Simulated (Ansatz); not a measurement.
Geometry optimisation, RHF/def2-SVP in Ansatz.

Input file:

```yaml
crystal:
  periodic: [false, false, false]
  atoms:
    - { symbol: B, position_ang: [-0.033744, 0.463667, -0.457528] }
    - { symbol: "N", position_ang: [-0.11338, -0.056439, 2.24395] }
    - { symbol: H, position_ang: [-0.626686, -0.15057, 3.103103] }
    - { symbol: H, position_ang: [0.837548, -0.325814, 2.432624] }
    - { symbol: O, position_ang: [1.258219, 0.09068, -0.540438] }
    - { symbol: H, position_ang: [1.37829, -0.810721, -0.787747] }
    - { symbol: H, position_ang: [-0.929942, -0.255669, -0.808257] }
    - { symbol: O, position_ang: [-0.284798, 1.758721, -0.050059] }
    - { symbol: H, position_ang: [-1.196884, 1.991371, -0.099782] }
    - { symbol: H, position_ang: [-0.086723, 0.942573, 2.002034] }
basis:
  gaussian: { orbitals: def2-SVP }
hamiltonian:
  xc: hf
relax:
  f_tol: 0.03
  max_steps: 50
```

Run as:

```bash
$ ansatz run input.yaml --threads 1 --pin off --max-ram 2048MiB --backend cpu --events-out ev --progress --plain --runs-dir out
```

Q: Where does it end, and by what steps?

A: The forces met the threshold. The force dipped under the threshold on the way, but the program's further checks kept it going. After 10 steps the energy has fallen by 0.082 eV; H10 moved furthest, 0.32 Å.

```
step  energy less start (eV)  largest force component (eV/Å)  accepted
   0                  0.0000                           1.047       yes
   1                 -0.0699                           0.675       yes
   2                 -0.0446                           0.886        no
   3                 -0.0786                           0.096       yes
   4                 -0.0804                           0.180       yes
   5                 -0.0812                           0.067       yes
   6                 -0.0811                           0.220        no
   7                 -0.0818                           0.014       yes
   8                 -0.0820                           0.045       yes
   9                 -0.0820                           0.051       yes
  10                 -0.0822                           0.018       yes
```

```xyz
10
Properties=species:S:1:pos:R:3
B -0.047 0.513 -0.585
N -0.125 -0.059 2.415
H -0.530 -0.258 3.314
H 0.821 -0.399 2.429
O 1.239 0.105 -0.546
H 1.356 -0.802 -0.772
H -0.926 -0.225 -0.950
O -0.303 1.802 -0.269
H -1.216 2.031 -0.318
H -0.067 0.941 2.321
```

Whether the end is a true minimum wasn't checked by a vibrational analysis.

The run took 13 s on 1 thread of Arm Neoverse V2, on a shared host, peak memory 0.15 GiB.
